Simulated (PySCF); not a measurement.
# Electronic structure of C⁺ (carbon, charge +1) at the LDA level

Configuration: [He] 2s2 3s1, 2S determinant (an excited configuration). All numbers are calculated (PySCF 2.14, no relativity, point nucleus, in aug-cc-pVTZ (5s4p3d2f, 46 functions)).

```
Total energy                                     : -36.5033 hartree
One-electron energy                              : -45.5689 hartree
Hartree (Coulomb) energy                         : 13.2147 hartree
Exchange-correlation energy                      : -4.1491 hartree
Kinetic energy                                   : 36.31817 hartree
⟨S²⟩                                             : 0.7500
⟨L²⟩                                             : 0.000
Sum of ⟨r⟩                                       : 7.553 bohr
Sum of ⟨r²⟩                                      : 25.19 bohr²
Density at the nucleus (Gaussians lack the cusp) : 123 bohr⁻³
Spin density at the nucleus                      : 0.487 bohr⁻³
Langevin diamagnetic susceptibility              : -20.0 ×10⁻⁶ cm³/mol
```

```
shell  electrons  mean orbital energy (hartree)  rms radius, mean of both spins (bohr)
 1s α          1                      -10.94663                                  0.317
 1s β          1                      -10.94215                                  0.317
 2s α          1                       -1.21599                                   1.51
 2s β          1                       -1.20714                                   1.51
 3s α          1                       -0.29700                                   4.52
```

The outer electron is Rydberg-like, and this basis confines it to a smaller radius and binds it less than a complete one would.
